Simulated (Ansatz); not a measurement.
`[Cl][Cd][Cl]` + H₂O → `[OH][Cd][Cl]` + HCl at 600 K and 1 bar (formal hydrolysis of a Cd–Cl bond).

Isolated molecules relaxed with PBE0-D4/def2-TZVP in Ansatz; ΔE leaves out vibrations. CCSD(T)/CBS is the MP2 limit (def2-TZVPP, def2-QZVPP) plus CCSD(T) − MP2 in def2-TZVPP, frozen cores. This one scheme is used for every species. def2 core potentials past Kr. For Cd outer-core shells are correlated without core-valence functions, which leaves a few kJ/mol of doubt a bond. One conformer a species, not always the lowest.

```json
{"species": "`[Cl][Cd][Cl]`", "CCSD(T)/CBS energy (Eh)": "-1087.36358", "H − E (kJ/mol)": "38.1", "S (J/(mol·K))": "328.2"}
{"species": "H₂O", "CCSD(T)/CBS energy (Eh)": "-76.37941", "H − E (kJ/mol)": "76.8", "S (J/(mol·K))": "212.8"}
{"species": "`[OH][Cd][Cl]`", "CCSD(T)/CBS energy (Eh)": "-703.31715", "H − E (kJ/mol)": "70.9", "S (J/(mol·K))": "345.8"}
{"species": "HCl", "CCSD(T)/CBS energy (Eh)": "-460.38127", "H − E (kJ/mol)": "35.4", "S (J/(mol·K))": "207.2"}
```

H − E and S are ideal-gas, rigid-rotor, harmonic terms from PBE0-D4/def2-TZVP, for one conformer and one mirror image of each species. 1 Eh = 2625.50 kJ/mol, R = 8.31446 J/(mol·K).

By hand: ΔE, ΔH, ΔS and ΔG.

ΔE = (-703.31715) + (-460.38127) − (-1087.36358) − (-76.37941) = 0.04457 Eh = 117.0 kJ/mol. Δ(H − E) = 70.9 + 35.4 − 38.1 − 76.8 = -8.6, so ΔH = 108.4 kJ/mol. ΔS = 345.8 + 207.2 − 328.2 − 212.8 = 12.0 J/(mol·K). ΔG = 108.4 − 600 × (12.0)/1000 = 101.2 kJ/mol.

By hand: the equilibrium constant, and the temperature at which ΔG would vanish if ΔH and ΔS stayed fixed.

log₁₀ K = −ΔG/(RT ln 10) = -8.8. ΔG = 0 at ΔH/ΔS = 9033 K, far beyond where these terms or the molecules hold.

The number of gas molecules stays the same, so ΔS is small and ΔH decides. A doubt of 5 kJ/mol in ΔE shifts log₁₀ K by 0.4 here. Other conformers and mirror images would add mixing entropy, several J/(mol·K) or more a flexible species. These are equilibria of isolated gas molecules and say nothing of rates. Largest T1 diagnostic: 0.015 (customary marks: 0.02 for closed shells, 0.045 for open ones).
